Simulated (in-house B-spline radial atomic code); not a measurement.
Al³⁺. Computed with a B-spline radial atomic code. Model: all-electron spherical atom, spin shells full or empty, radial basis limit, no spin-orbit coupling, Breit or QED, empty-state partial waves extrapolated as (l+1/2)^-4, RPA, G0W0 and static COHSEX of the highest shell as one setting changes (uncorrelated shells keep exact exchange).

Empty levels are discrete states of a finite basis, so the steps are uneven.

Given: element Al; charge 3; filled core He; hamiltonian non-relativistic; mean-field start r2SCAN; highest l of empty states 9; lowest nl shells left uncorrelated 0; highest mean-field shell 2p; box radius 14.14 bohr.

Shell: 2s 1 1, 2p 3 3 (electrons up and down).

| highest empty level kept (hartree) | RPA correlation energy (hartree) | G0W0 level (eV) | G0W0 minus most complete (meV) | COHSEX level (eV) | linearised minus solved G0W0 (meV) |
| --- | --- | --- | --- | --- | --- |
| 5.33 | -0.14139 | -118.01 | 1674.6 | -119.16 | -36.7 |
| 10.67 | ? | ? | ? | ? | ? |
| 18.67 | -0.33476 | -118.72 | 968.1 | -121.3 | -38.8 |
| 32 | -0.39824 | -119.03 | 658.8 | -122.16 | -40.7 |
| 53.33 | -0.45433 | -119.3 | 386.7 | -122.93 | -42.4 |
| 96 | -0.50763 | -119.53 | 154.6 | -123.56 | -44 |
| 160 | -0.53869 | -119.61 | 74.3 | -123.77 | -44.5 |
| 320 | -0.5635 | -119.66 | 27.6 | -123.89 | -44.8 |
| 640 | -0.58489 | -119.68 | 6.2 | -123.94 | -45 |
| 1333.3 | ? | ? | ? | ? | ? |
| 3200 | -0.59606 | -119.69 | 0.2 | -123.95 | -45 |
| 10667 | -0.59707 | -119.69 | 0 | -123.95 | -45 |

(1) What follows for highest empty level kept = 10.67?

(2) What follows for highest empty level kept = 1333.3?

Results:

(1) RPA correlation energy -0.24245 hartree; G0W0 level -118.31 eV; G0W0 minus most complete 1370.4 meV; COHSEX level -120.17 eV; linearised minus solved G0W0 -36.9 meV.

(2) RPA correlation energy -0.59317 hartree; G0W0 level -119.68 eV; G0W0 minus most complete 1.5 meV; COHSEX level -123.95 eV; linearised minus solved G0W0 -45 meV.
